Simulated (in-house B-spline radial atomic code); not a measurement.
# Solving the quasi-particle equation for 3s of Si²⁺

Configuration [Ne] 3s2, start r2SCAN, empty levels kept to 360 hartree. Computed with an all-electron radial atomic-structure program (B-spline basis): all electrons, non-relativistic, point nucleus, each spin shell either full or empty, empty states to l = 9 with an (l + 1/2)⁻⁴ tail; G0W0 by contour deformation at full frequency.

At the mean-field level ε = -28.659 eV the matrix elements are Σx = -14.979 eV, v_xc = -11.49 eV and Σc(ε) = -1.996 eV, and the slope of the correlation self-energy is dΣc/dω = -0.0833. The quasi-particle energy solves E = ε + Σx − v_xc + Σc(E).

Problem. What does the linearised equation give?

Solution. Z = 1/(1 − dΣc/dω) = 1/1.0833 = 0.9231. The first-order shift is Σx − v_xc + Σc(ε) = -14.979 − (-11.49) + (-1.996) = -5.485 eV, so E ≈ ε + Z × shift = -28.659 + 0.9231 × (-5.485) = -33.722 eV.

Problem. How does that compare with the full solution and with static screening?

Solution. Solving the equation at full frequency dependence gives E = -33.766 eV, where Σc = -1.618 eV and the weight is 0.936; the linearised value is off by 44 meV. Leaving Z out would give -34.144 eV. Static COHSEX puts -3.817 eV in place of Σc and gives -35.965 eV, 2.20 eV deeper. The tabulated removal energy is 33.493 eV (NIST, measured); the run leaves out relativity, Breit and QED terms.
